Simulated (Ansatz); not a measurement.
The cluster MoO2, relaxed as a singlet with RKS r2SCAN-D4/def2-TZVP in Ansatz, starting from the GFN1-xTB geometry. Force threshold 0.02 eV/Å.

In the def2 sets Mo takes a core potential; there is no spin–orbit coupling. The structure holds 1 bond(s) between oxygen atoms. The restricted singlet is unstable towards broken spin symmetry in Hartree–Fock (as tested in another run); at r2SCAN-D4/def2-TZVP this wasn't settled. No other spin state of charge 0 was run. Another isomer (triplet) lies 7.24 eV lower at PBE0-D4/def2-TZVP; other spin states weren't run for this one.

Start:

```xyz
3

Mo    0.410    0.762   -1.261
O    -0.375   -0.696    1.152
O    -0.035   -0.065    0.108
```

**Question.** Estimate the energy that the relaxation releases and the steps that it takes.

**Answer.** 1.3 kcal/mol, in 5 steps; 49 s on 4 threads of Arm Neoverse V1 on a shared host. No frequencies were taken in this run, so the end may be a saddle point.

**Question.** Does the start keep its bonding and symmetry?

**Answer.** By distances, no bond broke or formed. The bond that changes most is Mo1–O3, from 1.66 to 1.71 Å (atoms count from 1). Point group C∞v at the start, C∞v at the end, both within 0.05 Å.

**Question.** Predict the relaxed structure.

**Answer.** 
Cartesian coordinates in Å:
```
Mo 0.4187 0.7780 -1.2874
O -0.3789 -0.7041 1.1650
O -0.0398 -0.0739 0.1223
```
Bond lengths: 1 × Mo–O 1.71 Å; 1 × O–O 1.26 Å.
